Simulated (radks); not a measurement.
Question: Excited configurations of Cl2+: one electron is placed in a higher orbital outside [Ne] 3s2 3p2. The ground configuration is [Ne] 3s2 3p3. Method: non-relativistic Kohn-Sham, PBE, spin-unpolarised, spherical densities, point nucleus; computed with a radial shooting solver on a logarithmic mesh with Libxc functionals. Excitation = E - E(ground); binding = E(ion) - E, where the ion is the core of charge +3; n* = 3/sqrt(2 binding) in atomic units, and the quantum defect is n - n*.

outer orbital  excitation (eV)  binding (eV)     n*  quantum defect  eigenvalue (eV)  <r> (bohr)
3d                      17.851        20.463  2.446           0.554          -15.213       2.095
4s                      20.569        17.744  2.627           1.373          -14.929       3.559
4d                      28.122        10.191  3.466           0.534           -8.392       5.166
4f                      30.406         7.907  3.935           0.065           -6.263       5.694
5s                      28.812         9.501  3.590           1.410           -8.141       6.628
6p                      33.042         5.271  4.820           1.180           -4.551       11.64
6d                      34.030         4.283  5.347           0.653           -3.676       13.74
7d                      35.220         3.093  6.292           0.708           -2.684       19.46
7f                      35.545         2.768  6.651           0.349           -2.385       20.83

Estimate the row for 4p.

Answer: excitation (eV) 23.786; binding (eV) 14.527; n* 2.903; quantum defect 1.097; eigenvalue (eV) -12.126; <r> (bohr) 4.046. The Delta-SCF ionisation energy is 38.313 eV (NIST Atomic Spectra Database: 39.8 eV, semi-empirical). Self-interaction in the functional shifts the binding energies and quantum defects, so they are the method's values and not measured ones. Spin polarisation and multiplet splitting are left out, so open shells lie too high by an amount that depends on their filling.

Beside tabulated values, note that spin-unpolarised runs miss the spin-polarisation part of the exchange energy of open shells.
